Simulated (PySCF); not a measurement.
Peak assignment

Geometry (Å), atoms numbered from 1 in this order:
```xyz
19

C     2.6600    0.1605   -0.5401
C     1.3990   -0.6035   -0.1835
C     0.1447    0.2268   -0.1552
N     0.2726    1.5172   -0.4478
N    -0.7653    2.3270   -0.4486
C    -1.9637    1.8474   -0.1520
C    -2.1881    0.5061    0.1660
C    -1.1045   -0.3558    0.1701
C    -1.2337   -1.8087    0.4976
H     2.8423    0.9778    0.1711
H     2.5757    0.6213   -1.5339
H     3.5299   -0.5127   -0.5354
H     1.2445   -1.4383   -0.8914
H     1.5128   -1.0918    0.8015
H    -2.7831    2.5728   -0.1711
H    -3.1939    0.1495    0.4041
H    -0.8665   -2.4381   -0.3283
H    -0.6330   -2.0709    1.3833
H    -2.2785   -2.0813    0.6992
```

- coordinates at the PBE0-D3(BJ)/def2-SVP level
- shielding tensors at CAM-B3LYP/pcSseg-1 (GIAO)
- code: PySCF 2.14
- fast rotation and ring inversion assumed for equivalent nuclei, in vacuum, non-relativistic Hamiltonian, a single conformation

References, each an isolated molecule treated in the same way: 13C (σ = 182.45 ppm) and 1H (σ = 31.33 ppm) vs TMS.

**Question.** Assign these signals to the numbered atoms. 13C{1H} NMR (computed): δ 169.1 (C), 158.3 (CH), 142.0 (C), 133.0 (CH), 29.5 (CH2), 19.4 (CH3), 11.5 (CH3).

**Answer.** 
169.1 → C3, substituted aromatic carbon next to a ring nitrogen
158.3 → C6, aromatic CH next to a ring nitrogen: the adjacent pyridine-type nitrogen withdraws density from it
142.0 → C8, substituted aromatic carbon
133.0 → C7, aromatic CH: the aromatic region
29.5 → C2, sp3 CH2 on an aromatic ring: aliphatic region, no heteroatom directly attached
19.4 → C9, methyl carbon on an aromatic ring: aliphatic region, no heteroatom directly attached
11.5 → C1, methyl carbon: a saturated carbon with 1 carbon neighbour and no heteroatom attached

**Question.** Assign these signals to the numbered atoms. 1H NMR (600 MHz, computed): δ 9.03 (d, 1H), 6.95 (d, 1H), 2.64 (q, 2H), 2.18 (s, 3H), 1.74 (t, 3H).

**Answer.** 
| δ (ppm) | atoms | environment | reason |
| --- | --- | --- | --- |
| 9.03 | H15 | hydrogen on an aromatic CH next to a ring nitrogen | ring current plus the neighbouring ring nitrogen |
| 6.95 | H16 | hydrogen on an aromatic CH | aromatic region |
| 2.64 | H13/H14 | hydrogen on an sp3 CH2 on an aromatic ring | benzylic-type position, deshielded by the ring |
| 2.18 | H17/H18/H19 | hydrogen on a methyl carbon on an aromatic ring | benzylic-type position, deshielded by the ring |
| 1.74 | H10/H11/H12 | hydrogen on a methyl carbon | – |

Shifts are as computed, not scaled to solution data. Of 1328 compounds with measured shifts, 309 miss one by over three times the rms of a fit or turn the order of signals round; such compounds aren't used in these exercises. Signals without a measured value on file couldn't be tested in this way. Multiplicities follow the n + 1 count of equivalent neighbours, as no J values were calculated; m marks all less simple cases, F and P coupling included.
